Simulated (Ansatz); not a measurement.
Cost and result for the atomization energy of `C[SiH](C)CCl` (14 atoms, 13 bonds).

```xyz
14

C     0.118    0.716    1.632
Si    0.063   -0.492    0.210
C    -1.592   -0.478   -0.653
C     1.428   -0.076   -1.029
Cl    1.181    1.566   -1.702
H     1.081    0.677    2.147
H    -0.663    0.492    2.362
H    -0.033    1.736    1.272
H     0.370   -1.870    0.700
H    -1.792    0.508   -1.079
H    -1.621   -1.210   -1.464
H    -2.397   -0.718    0.046
H     2.417   -0.086   -0.568
H     1.441   -0.768   -1.872
```

Total charge 0; spin multiplicity 1. Geometry: relaxed with PBE0-D4/def2-TZVP. It is one conformer, not always the lowest. Program: Ansatz. All runs use 4 threads of an Intel Xeon on a shared host. Times are those of one run each, without the atoms' runs, and a repeat can differ threefold. Electronic energies, without spin–orbit coupling; frozen cores. CCSD(T)/CBS adds CCSD(T) − MP2 in def2-TZVPP to the MP2 limit, and its time is that of the two runs behind it. T1 = 0.009. B3LYP takes the VWN-RPA correlation (the form of Gaussian; ORCA's B3LYP/G).

CCSD(T)/CBS is a level of theory with its own doubt, some kJ/mol a heavy atom from the limit and from the frozen cores, so smaller differences don't rank the functionals.

```csv
level,functions,wall time
PBE-D4/def2-TZVPP (with forces),303,3.4 s
PBE0-D4/def2-TZVPP,303,3.9 s
r2SCAN-D4/def2-TZVPP (with forces),303,4.9 s
B3LYP-D4/def2-TZVPP (with forces),303,6.5 s
B2PLYP/def2-TZVPP,303,6.5 s
ωB97X-V/def2-TZVPP,303,9 s
ωB97M-V/def2-TZVPP (with forces),303,12 s
MP2/def2-QZVPP,581,28 s
CCSD(T)/def2-TZVPP,303,6 min
CCSD(T)/CBS(def2),–,6.5 min
```

Question: What atomization energy does each give, and how far from CCSD(T)/CBS? (Best estimate.)

Answer: The calculation gave: 
```
                             level  atomization (kcal/mol)  difference from CCSD(T)/CBS  per bond
   PBE-D4/def2-TZVPP (with forces)                  1227.4                         12.6       1.0
                PBE0-D4/def2-TZVPP                  1217.7                          2.9       0.2
r2SCAN-D4/def2-TZVPP (with forces)                  1217.5                          2.7       0.2
 B3LYP-D4/def2-TZVPP (with forces)                  1213.3                         -1.5      -0.1
                 B2PLYP/def2-TZVPP                  1199.8                        -15.0      -1.2
                ωB97X-V/def2-TZVPP                  1218.0                          3.2       0.2
  ωB97M-V/def2-TZVPP (with forces)                  1218.7                          3.9       0.3
                    MP2/def2-QZVPP                  1211.9                         -2.9      -0.2
                CCSD(T)/def2-TZVPP                  1187.0                        -27.8      -2.1
                 CCSD(T)/CBS(def2)                  1214.8                          0.0       0.0
```

In def2-TZVPP, CCSD(T) changes the Hartree–Fock value by +265.1 kcal/mol (the triples alone add +13.9 kcal/mol) and MP2 by +273.7 kcal/mol; breaking electron pairs costs correlation energy, which Hartree–Fock lacks. The D4 term adds +12.0 kcal/mol with B3LYP and +6.4 kcal/mol with PBE0; it sums over pairs of atoms, weighted by their polarisabilities, and B3LYP, whose exchange is more repulsive, gets the larger term. From PBE to PBE0 (25 % exact exchange), in def2-TZVPP and without D4, the atomization energy moves by −8.6 kcal/mol: exact exchange takes away binding that semilocal exchange gives to molecules.
